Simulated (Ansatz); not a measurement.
Cost and result for the atomization energy of C₃H₄BrF, SMILES `C=C(Br)CF` (9 atoms, 8 bonds).

```xyz
9

C    -1.371   -0.320    0.023
C    -0.267    0.383   -0.142
Br   -0.296    2.179   -0.734
C     1.127   -0.092    0.098
F     1.131   -1.397    0.528
H    -1.295   -1.346    0.364
H    -2.350    0.094   -0.173
H     1.712   -0.027   -0.825
H     1.611    0.527    0.860
```

Charge 0, multiplicity 1. Correlated methods include outer-core shells of Br, which these sets cover unevenly. Scalar relativity is left out up to krypton. All single points use the PBE0-D4/def2-TZVP geometry. It is one conformer, not always the lowest. Program: Ansatz. All runs use 4 threads of an Arm Neoverse V1 on a shared host. Times are those of one run each, without the atoms' runs, and a repeat can differ threefold. Electronic energies, without spin–orbit coupling; frozen cores. CCSD(T)/CBS adds CCSD(T) − MP2 in def2-TZVPP to the MP2 limit, and its time is that of the two runs behind it. T1 = 0.010. With those shells the extrapolation isn't a true limit. HSE06 is the plane-wave form, built on full-range PBE exchange.

CCSD(T)/CBS is a level of theory with its own doubt, some kJ/mol a heavy atom from the limit and from the frozen cores, so smaller differences don't rank the functionals.

```json
{"level": "BLYP-D4/def2-TZVPP", "functions": "228", "wall time": "2 s", "atomization (kcal/mol)": "836.5", "difference from CCSD(T)/CBS": "0.7", "per bond": "0.1"}
{"level": "revPBE-D4/def2-TZVPP", "functions": "228", "wall time": "2.1 s", "atomization (kcal/mol)": "839.9", "difference from CCSD(T)/CBS": "4.1", "per bond": "0.5"}
{"level": "PBE-D4/def2-TZVPP (with forces)", "functions": "228", "wall time": "2.4 s", "atomization (kcal/mol)": "864.3", "difference from CCSD(T)/CBS": "28.5", "per bond": "3.6"}
{"level": "BHLYP-D4/def2-TZVPP", "functions": "228", "wall time": "3.1 s", "atomization (kcal/mol)": "804.1", "difference from CCSD(T)/CBS": "-31.7", "per bond": "-4.0"}
{"level": "HSE06-D4/def2-TZVPP", "functions": "228", "wall time": "3.3 s", "atomization (kcal/mol)": "844.7", "difference from CCSD(T)/CBS": "8.9", "per bond": "1.1"}
{"level": "CAM-B3LYP-D4/def2-TZVPP", "functions": "228", "wall time": "3.5 s", "atomization (kcal/mol)": "837.1", "difference from CCSD(T)/CBS": "1.3", "per bond": "0.2"}
{"level": "r2SCANh-D4/def2-TZVPP", "functions": "228", "wall time": "5.5 s", "atomization (kcal/mol)": "833.6", "difference from CCSD(T)/CBS": "-2.2", "per bond": "-0.3"}
{"level": "B2PLYP/def2-TZVPP", "functions": "228", "wall time": "5.5 s", "atomization (kcal/mol)": "826.9", "difference from CCSD(T)/CBS": "-8.9", "per bond": "-1.1"}
{"level": "PBE-QIDH/def2-TZVPP", "functions": "228", "wall time": "6 s", "atomization (kcal/mol)": "834.6", "difference from CCSD(T)/CBS": "-1.2", "per bond": "-0.2"}
{"level": "CCSD(T)/def2-SVP", "functions": "108", "wall time": "8 s", "atomization (kcal/mol)": "796.4", "difference from CCSD(T)/CBS": "-39.4", "per bond": "-4.9"}
{"level": "MP2/def2-QZVPP", "functions": "437", "wall time": "23 s", "atomization (kcal/mol)": "848.1", "difference from CCSD(T)/CBS": "12.3", "per bond": "1.5"}
{"level": "CCSD(T)/def2-TZVPP", "functions": "228", "wall time": "3 min", "atomization (kcal/mol)": "814.4", "difference from CCSD(T)/CBS": "-21.4", "per bond": "-2.7"}
{"level": "CCSD(T)/CBS(def2)", "functions": "–", "wall time": "3.4 min", "atomization (kcal/mol)": "835.8", "difference from CCSD(T)/CBS": "0.0", "per bond": "0.0"}
```

From PBE to PBE0 (25 % exact exchange), in def2-TZVPP and without D4, the atomization energy moves by −19.6 kcal/mol: exact exchange takes away binding that semilocal exchange gives to molecules. Leaving LDA and LC-ωPBE aside and taking each functional with its dispersion term where it has one, the values spread over 60.2 kcal/mol, from BHLYP-D4 to PBE-D4. LDA lies +115.0 kcal/mol from PBE without D4, its usual overbinding. In def2-TZVPP, CCSD(T) changes the Hartree–Fock value by +213.0 kcal/mol (the triples alone add +15.4 kcal/mol) and MP2 by +234.2 kcal/mol; breaking electron pairs costs correlation energy, which Hartree–Fock lacks.
